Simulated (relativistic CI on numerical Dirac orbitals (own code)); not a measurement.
## Ta2+ (5d3) in a crystal field

Calculated by Dirac-Coulomb-Breit CI, KLI orbitals optimised for each configuration, QED by a radiative potential, valence Slater integrals scaled by 0.7, one configuration in a parametric crystal field (own radial code).

Field parameters in Wybourne normalisation: D3d B²₀ = −7Dσ, B⁴₀ = −14Dq − 21Dτ, B⁴₃ = −14√(10/7) Dq. The field is a parameter set, without covalency.

S and J are read from ⟨S²⟩ = S(S + 1) and ⟨J²⟩ = J(J + 1) of each level; they are not fictitious spins.

D3d, 10Dq = 25500, Dσ = -1200, Dτ = -110 cm⁻¹, the lowest 10 levels:

```
E (cm⁻¹)  Degeneracy  Irrep     S     J
     0.0           2     Γ4  1.48  3.30
    75.8           2  Γ5+Γ6  1.49  3.33
    6811           2     Γ4  0.54  3.81
    7957           2  Γ5+Γ6  0.52  3.70
    9433           2     Γ4  0.51  3.81
    9733           2  Γ5+Γ6  0.52  4.24
    9927           2     Γ4  0.52  3.62
   15232           2     Γ4  0.54  3.58
   16810           2  Γ5+Γ6  0.55  3.52
   18494           2     Γ4  0.54  3.84
```

Principal g values of the ground doublet: 1.81, 3.49, 3.49.

D3d, 10Dq = 25500, Dσ = 1200, Dτ = -110 cm⁻¹, the lowest 10 levels:

```
E (cm⁻¹)  Degeneracy  Irrep     S     J
     0.0           2  Γ5+Γ6  1.48  3.30
     103           2     Γ4  1.49  3.32
    7963           2  Γ5+Γ6  0.53  3.85
    8993           2     Γ4  0.52  3.86
    9361           2     Γ4  0.52  4.12
    9743           2  Γ5+Γ6  0.52  3.77
   10000           2     Γ4  0.51  3.55
   15376           2     Γ4  0.54  3.48
   16418           2     Γ4  0.53  3.83
   16559           2  Γ5+Γ6  0.54  3.66
```

Principal g values of the ground doublet: 0.00, 0.00, 5.25.

D3d, 10Dq = 25500, Dσ = 980, Dτ = -110 cm⁻¹, the lowest 16 levels:

```
E (cm⁻¹)  Degeneracy  Irrep     S     J
     0.0           2  Γ5+Γ6  1.48  3.30
    84.1           2     Γ4  1.49  3.32
    8299           2  Γ5+Γ6  0.53  3.88
    9164           2     Γ4  0.52  3.90
    9352           2     Γ4  0.51  4.06
    9670           2  Γ5+Γ6  0.52  3.78
    9987           2     Γ4  0.51  3.56
   15325           2     Γ4  0.54  3.52
   16249           2     Γ4  0.53  3.80
   16280           2  Γ5+Γ6  0.54  3.65
   24631           2     Γ4  1.49  3.21
   24804           2  Γ5+Γ6  1.48  3.37
   25353           2     Γ4  1.48  3.26
   25598           2     Γ4  1.48  3.16
   25863           2  Γ5+Γ6  1.48  3.30
   26157           2     Γ4  1.48  3.55
```

Principal g values of the ground doublet: 0.00, 0.00, 5.27.

The free-ion ground term has S = 3/2. Every field shown keeps that spin.

Levels of this model without a field, named by their leading LS term (the scale mimics covalency, so terms lie below those of the real free ion): 4F_3/2 0, 4F_5/2 1877, 4F_7/2 3829, 4F_9/2 5599, 4P_3/2 8168, 4P_1/2 8826, 2G_7/2 10505, 2H_9/2 10895 cm⁻¹.
